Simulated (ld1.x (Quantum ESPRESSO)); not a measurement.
**Transferability test, TM potential for tin (Sn)**

ld1.x (Quantum ESPRESSO) 7.5 input, shortened:

```
&input
   title='Sn', zed=50., rel=2, dft='PW91', iswitch=3,
   config='[Kr] 4d10 5s2 5p0', rel_dist='average'
 /
 &inputp
   pseudotype=2, tm=.true., lloc=0,
   nlcc=.true., rcore=1.35
 /
2
5P  2  1   0.00   0.00  2.15  2.15  0.0
5S  1  0   2.00   0.00  1.75  1.75  0.0
 &test
   configts(1)='5s2 5p0'
 /
```

Open shells are filled in proportion to 2j + 1 (rel_dist='average').

Energies are relative to the spin-unpolarised reference configuration 5s2 5p0; without spin polarisation the order of configurations can differ from experiment.

```
valence configuration  charge  ΔE all-electron (eV)  error AE − PS (meV)
              5s2 5p2       0               -20.994                  -50
              5s1 5p0      +3                31.072                 -115
            5s2 5p1.5    +0.5               -18.346                  -38
              5s1 5p2      +1                -6.391                  -11
              5s1 5p3       0               -14.007                  -24
```

Question: What are ΔE and the potential's error for 5s2 5p1?

Answer: ΔE = -14.049 eV all-electron; the error (AE − PS) is -22 meV.

Question: What are ΔE and the potential's error for 5s0 5p4?

Answer: ΔE = -6.791 eV all-electron; the error (AE − PS) is -31 meV.

Levels in the configuration 5s1 5p2:

```tsv
level	all-electron (eV)	pseudo (eV)
5s j=1/2	-18.789	-18.783
5p j=1/2	-11.445	-11.434
5p j=3/2	-10.839	-10.828
```
